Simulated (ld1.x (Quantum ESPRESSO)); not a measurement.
An all-electron radial function and its pseudo partner (fluorine (F))

Columns: radius, all-electron u(r) and pseudo u(r) of the 2s shell (level -47.15 eV) of fluorine in the configuration [He] 2s2 2p4; Wu–Cohen, non-relativistic, PAW scheme, ld1.x (Quantum ESPRESSO) 7.5.

```
r (bohr)  all-electron   pseudo
   0.072        0.4554  -0.1111
   0.145        0.3793  -0.2287
   0.217        0.1131  -0.3528
   0.290       -0.1939  -0.4862
   0.362       -0.4669  -0.6211
   0.435       -0.6893  -0.7532
   0.507       -0.8507  -0.8692
   0.580       -0.9601  -0.9624
   0.652       -1.0225  -1.0225
   0.725       -1.0488  -1.0488
   0.798       -1.0464  -1.0464
   0.870       -1.0233  -1.0233
   0.942       -0.9856  -0.9856
   1.015       -0.9372  -0.9372
   1.088       -0.8825  -0.8825
   1.160       -0.8251  -0.8251
   1.232       -0.7665  -0.7665
   1.305       -0.7074  -0.7074
   1.378       -0.6497  -0.6497
   1.450       -0.5949  -0.5949
   1.522       -0.5429  -0.5429
   1.595       -0.4931  -0.4931
   1.668       -0.4467  -0.4467
   1.740       -0.4041  -0.4041
   1.812       -0.3649  -0.3649
   1.885       -0.3284  -0.3284
```

(1) How many radial nodes do the two functions have?

(2) At about which radius was the pseudo-wave matched?

(3) Where does each function peak?

(4) Is the pseudo-wave norm-conserving?

Results:

(1) The all-electron 2s function has n − l − 1 = 1; the pseudo-wave has 0, since the states of the same l below it are removed with the core.

(2) 0.65 bohr, where the columns begin to agree (steps of 0.07 bohr).

(3) Outermost all-electron maximum near 0.72 bohr, pseudo maximum near 0.72 bohr (to the table’s step).

(4) No, it belongs to a PAW set: the norm inside the radius is not constrained, and the difference is carried by the augmentation charge.
